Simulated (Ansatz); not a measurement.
Reaction (formal hydrolysis of a B–Ge bond): `C[SiH2][BH][GeH3]` + H₂O → `C[SiH2]BO` + GeH₄

Isolated molecules relaxed with PBE0-D4/def2-TZVP in Ansatz; ΔE leaves out vibrations. CBS: MP2 limit from def2 TZ/QZ plus the TZ coupled-cluster correction, frozen cores. This one scheme is used for every species. DFT in def2-TZVPP. B3LYP here is the variant with VWN-RPA as its local correlation; programs differ in this. HSE06 is defined as in plane-wave codes. For Ge outer-core shells are correlated without core-valence functions, which leaves a few kJ/mol of doubt a bond. Scalar relativity is left out up to krypton. Each species was taken in one conformer, which may not be the lowest.

`C[SiH2][BH][GeH3]`:

```xyz
13

C    -1.280   -0.670   -1.324
Si   -0.959   -0.988    0.496
B     0.397    0.218    1.345
Ge    1.763    1.312    0.263
H    -1.724    0.317   -1.474
H    -1.964   -1.414   -1.738
H    -0.348   -0.709   -1.894
H    -0.350   -2.348    0.672
H    -2.248   -0.994    1.248
H     0.437    0.308    2.538
H     1.093    2.677   -0.016
H     2.095    0.697   -1.110
H     3.088    1.594    0.994
```

H₂O:

Cartesian coordinates in Å:
```
O 0.349 -0.081 -0.151
H 0.132 0.057 0.773
H -0.481 0.024 -0.621
```

`C[SiH2]BO`:

Z-matrix (Å, degrees):
```
C
Si 1 1.877
H 1 1.092 2 110.6
H 1 1.092 2 110.5 3 119.2
H 1 1.092 2 111.4 3 -120.4
B 2 2.027 1 113.8 3 -59.9
H 2 1.495 1 110.0 3 62.1
H 2 1.495 1 110.0 3 178.3
O 6 1.354 2 118.7 1 -0.7
H 6 1.207 2 122.5 1 179.4
H 9 0.962 6 113.7 2 -179.9
```

GeH₄:

```xyz
5

Ge    0.000    0.000    0.000
H     1.315    0.370   -0.698
H    -0.252    0.970    1.161
H     0.094   -1.432    0.541
H    -1.156    0.093   -1.004
```

Is it downhill or uphill in electronic energy at CCSD(T)/CBS, and by how much? (Estimate.)

Computed: Downhill: ΔE = -32.4 kcal/mol.

What do these levels give: LDA (SPW92), BLYP-D4, HSE06-D4, B2PLYP, BLYP, B3LYP, r2SCAN0, HSE06, BHLYP, CAM-B3LYP, CCSD(T)/def2-TZVPP, MP2/CBS(def2)? (An estimate is asked.)

Computed: LDA (SPW92) -36.0, BLYP-D4 -35.3, HSE06-D4 -33.2, B2PLYP -36.4, BLYP -37.3, B3LYP -37.1, r2SCAN0 -34.8, HSE06 -34.2, BHLYP -37.3, CAM-B3LYP -38.2, CCSD(T)/def2-TZVPP -34.0, MP2/CBS(def2) -32.8 kcal/mol.

What do rigid-rotor, harmonic-oscillator terms from PBE0-D4/def2-TZVP frequencies (298.15 K, 1 bar) make of the CCSD(T)/CBS value? (Best estimate.)

Computed: ΔZPE = +0.7 kcal/mol, ΔH = -32.7 kcal/mol, ΔS = -26 J/(mol·K), ΔG = -30.8 kcal/mol. Modes under 50 cm⁻¹ make the entropy rough.

Largest T1 diagnostic among the species: 0.013.

Leaving LDA and LC-ωPBE aside and taking each functional with its dispersion term where it has one, the values, not all of them listed here, spread over 4.4 kcal/mol, from CAM-B3LYP-D4 to revPBE-D4. LDA lies −1.5 kcal/mol from PBE without D4. The D4 term adds +1.7 kcal/mol with B3LYP and +1.0 kcal/mol with PBE0; it sums over pairs of atoms, weighted by their polarisabilities, and B3LYP, whose exchange is more repulsive, gets the larger term.
